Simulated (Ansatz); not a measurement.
Coupled-cluster run, CH6NOSbSi (`[SiH3]O/C=[N]\[SbH2]`).

```yaml
crystal:
  periodic: [false, false, false]
  atoms:
    - {symbol: Si, position_ang: [-1.711082, 0.774272, 0.198134]}
    - {symbol: O, position_ang: [-0.223926, 0.040662, 0.023540]}
    - {symbol: C, position_ang: [0.965654, 0.680269, -0.041995]}
    - {symbol: N, position_ang: [2.086665, 0.142255, -0.171337]}
    - {symbol: Sb, position_ang: [2.266573, -1.910104, -0.308030]}
    - {symbol: H, position_ang: [-2.690622, -0.331342, 0.211485]}
    - {symbol: H, position_ang: [-1.754312, 1.541113, 1.468682]}
    - {symbol: H, position_ang: [-1.960952, 1.695296, -0.939226]}
    - {symbol: H, position_ang: [0.887212, 1.774019, 0.029349]}
    - {symbol: H, position_ang: [0.994369, -2.160410, -1.434000]}
    - {symbol: H, position_ang: [1.205822, -2.303030, 0.983999]}
basis:
  gaussian: {orbitals: def2-TZVPP}
correlation: {method: ccsd_t}
output: {orbitals: {seedname: orbitals}}
```

```sh
$ ansatz run in.yaml --threads 4 --pin off --events-out ev --progress --plain --max-ram 10444MiB
```

Output of Ansatz, abridged:

```
Functional definition: HF
1750 factors; integrals over basis functions are off by at most 1.0e-3 eV
mean field evaluation 1: about -19014.9018 eV, gradient 4.1e1 eV
mean field evaluation 2: about -19015.2684 eV, gradient 4.1e1 eV
mean field evaluation 4: about -19019.3095 eV, gradient 4.8e0 eV
mean field evaluation 8: about -19019.4083 eV, gradient 5.0e-1 eV
mean field evaluation 16: about -19019.4101 eV, gradient 1.9e-6 eV
mean field -19019.41012901 eV, -698.9504304217 hartree, gradient 1.9e-6 eV, S^2 0.000000; 0 other end points of the search recorded, 0 dependent functions left out
12 core orbitals not correlated: weight in the atoms' cores, before any rotation towards them, 1.000 or more for the frozen orbitals, at most 0.000 for the correlated occupied ones
reference -19019.41012901 eV, -698.9504304217 hartree; 20, 20 occupied and 237, 237 virtual orbitals, 1750 factors
second order -29.14579338 eV of doubles, -0.00000000 eV of singles
cycle   1  -28.84618842 eV  change    3.0e-1 eV  update   1.4e-1
cycle   2  -29.70907712 eV  change   -8.6e-1 eV  update   4.3e-2
cycle   3  -29.89541740 eV  change   -1.9e-1 eV  update   2.4e-2
cycle   4  -29.87230038 eV  change    2.3e-2 eV  update   6.6e-3
cycle   5  -29.86926271 eV  change    3.0e-3 eV  update   3.1e-3
cycle   6  -29.87088894 eV  change   -1.6e-3 eV  update   9.8e-4
cycle   7  -29.87048270 eV  change    4.1e-4 eV  update   4.1e-4
cycle   8  -29.87028109 eV  change    2.0e-4 eV  update   1.6e-4
cycle   9  -29.87035340 eV  change   -7.2e-5 eV  update   7.2e-5
cycle  10  -29.87038131 eV  change   -2.8e-5 eV  update   2.8e-5
perturbative correction -1.17318179 eV, -0.0431136354 hartree
Total energy: -19050.45369210 eV, -700.0912603232 hartree
```

Hardware: 4 threads of a server CPU on a shared host. Wall time 2.1 min, peak host memory 8.4 GiB.

MP2 recovers 93.9 % of the CCSD(T) correlation energy and the triples give 3.8 %; T1 = 0.0152.
